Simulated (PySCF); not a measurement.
## Assignment exercise: C6H12Si

Geometry:
```json
{"atom": "C1", "x (Å)": "-2.014", "y (Å)": "0.083", "z (Å)": "-1.520"}
{"atom": "C2", "x (Å)": "-1.200", "y (Å)": "-0.098", "z (Å)": "-0.286"}
{"atom": "C3", "x (Å)": "-1.593", "y (Å)": "-0.448", "z (Å)": "0.942"}
{"atom": "C4", "x (Å)": "-0.347", "y (Å)": "-0.477", "z (Å)": "1.789"}
{"atom": "Si5", "x (Å)": "0.635", "y (Å)": "0.040", "z (Å)": "0.205"}
{"atom": "C6", "x (Å)": "1.418", "y (Å)": "1.774", "z (Å)": "0.202"}
{"atom": "C7", "x (Å)": "1.840", "y (Å)": "-1.241", "z (Å)": "-0.520"}
{"atom": "H8", "x (Å)": "-1.671", "y (Å)": "-0.594", "z (Å)": "-2.302"}
{"atom": "H9", "x (Å)": "-1.908", "y (Å)": "1.100", "z (Å)": "-1.896"}
{"atom": "H10", "x (Å)": "-3.068", "y (Å)": "-0.111", "z (Å)": "-1.326"}
{"atom": "H11", "x (Å)": "-2.588", "y (Å)": "-0.673", "z (Å)": "1.298"}
{"atom": "H12", "x (Å)": "-0.378", "y (Å)": "0.231", "z (Å)": "2.615"}
{"atom": "H13", "x (Å)": "-0.142", "y (Å)": "-1.460", "z (Å)": "2.210"}
{"atom": "H14", "x (Å)": "1.656", "y (Å)": "2.086", "z (Å)": "-0.810"}
{"atom": "H15", "x (Å)": "2.340", "y (Å)": "1.790", "z (Å)": "0.776"}
{"atom": "H16", "x (Å)": "0.746", "y (Å)": "2.511", "z (Å)": "0.629"}
{"atom": "H17", "x (Å)": "1.410", "y (Å)": "-2.237", "z (Å)": "-0.508"}
{"atom": "H18", "x (Å)": "2.086", "y (Å)": "-0.997", "z (Å)": "-1.549"}
{"atom": "H19", "x (Å)": "2.768", "y (Å)": "-1.270", "z (Å)": "0.042"}
```

Method: coordinates at the GFN2-xTB level, PBE0/pcSseg-1 with gauge-including orbitals, in PySCF (isolated molecule, single conformer, non-relativistic Hamiltonian, one averaged value for each set of equivalent atoms).

Scale: TMS for 13C, 1H (reference shieldings calculated alike).

**Question.** Assign these signals to the numbered atoms. 13C{1H} NMR (computed): δ 160.8 (C), 149.6 (CH), 23.1 (CH2), 21.8 (CH3), -0.7 (CH3).

**Answer.** 
| δ (ppm) | atoms | environment | reason |
| --- | --- | --- | --- |
| 160.8 | C2 | fully substituted alkene carbon | an sp2 carbon of a C=C bond |
| 149.6 | C3 | alkene CH | an sp2 carbon of a C=C bond |
| 23.1 | C4 | allylic sp3 CH2 bonded to Si | – |
| 21.8 | C1 | allylic methyl carbon | saturated and bonded to C and H only |
| -0.7 | C6/C7 | methyl carbon bonded to Si | an electropositive neighbour leaves it electron-rich and shielded |

C4 and C1 lie closer than the usual error of such a calculation, so a measured spectrum could show them in the other order.

**Question.** Assign these signals to the numbered atoms. 1H NMR (300 MHz, computed): δ 6.86 (t, 1H), 1.81 (s, 3H), 1.60 (m, 2H), 0.29 (s, 6H).

**Answer.** 
6.86 → H11, hydrogen on an alkene CH: attached to an sp2 carbon and in the plane of the double bond
1.81 → H8/H9/H10, hydrogen on an allylic methyl carbon: allylic position
1.60 → H12/H13, hydrogen on an allylic sp3 CH2 bonded to Si: allylic position
0.29 → H14/H15/H16/H17/H18/H19, hydrogen on a methyl carbon bonded to Si: an electropositive neighbour shields it, as in TMS itself

Shifts are as computed. Against solution values, carbons near 30 ppm lie about +3 ppm off and those near 130 ppm about +5 ppm. Of 1309 compounds with measured shifts, 239 miss one by over three times the rms of a fit or turn the order of signals round; such compounds aren't used in these exercises. No couplings were computed; multiplicities are counted from neighbouring protons, with m where these are inequivalent, close in shift, in a saturated or five-membered ring or joined by F or P, and br s for small geminal =CH2 splittings.
